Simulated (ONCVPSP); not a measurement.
u(r) = r·R(r): atom against pseudo-atom (Br)

Columns: radius, all-electron u(r) and pseudo u(r) of the 3d shell (level -66.71 eV) of bromine in the configuration [Ne] 3s2 3p6 3d10 4s2 4p5; PBEsol, scalar-relativistic, ONCV scheme, ONCVPSP 4.0.1.

| r (bohr) | all-electron | pseudo |
| --- | --- | --- |
| 0.053 | 0.0594 | 0.0062 |
| 0.105 | 0.2682 | 0.0456 |
| 0.158 | 0.5533 | 0.1438 |
| 0.210 | 0.8206 | 0.3054 |
| 0.262 | 1.0334 | 0.5222 |
| 0.315 | 1.1817 | 0.7754 |
| 0.368 | 1.2651 | 1.0262 |
| 0.420 | 1.2948 | 1.2360 |
| 0.473 | 1.2844 | 1.3845 |
| 0.525 | 1.2458 | 1.4519 |
| 0.578 | 1.1876 | 1.4431 |
| 0.630 | 1.1188 | 1.3710 |
| 0.683 | 1.0424 | 1.2545 |
| 0.735 | 0.9651 | 1.1200 |
| 0.788 | 0.8865 | 0.9823 |
| 0.840 | 0.8116 | 0.8605 |
| 0.893 | 0.7387 | 0.7570 |
| 0.945 | 0.6713 | 0.6756 |
| 0.998 | 0.6072 | 0.6074 |
| 1.050 | 0.5490 | 0.5489 |
| 1.102 | 0.4955 | 0.4953 |
| 1.155 | 0.4455 | 0.4454 |
| 1.208 | 0.4001 | 0.4000 |
| 1.260 | 0.3596 | 0.3595 |
| 1.313 | 0.3222 | 0.3221 |
| 1.365 | 0.2890 | 0.2889 |

(1) How many radial nodes do the two functions have?

(2) At about which radius was the pseudo-wave matched?

(3) Is the pseudo-wave norm-conserving?

Answers

(1) The all-electron 3d function has n − l − 1 = 0; the pseudo-wave has 0.

(2) 1.05 bohr, where the columns begin to agree (steps of 0.05 bohr).

(3) Yes: the ONCV scheme keeps the norm inside the radius equal to the all-electron one, which fixes the energy derivative of the logarithmic derivative at the level.
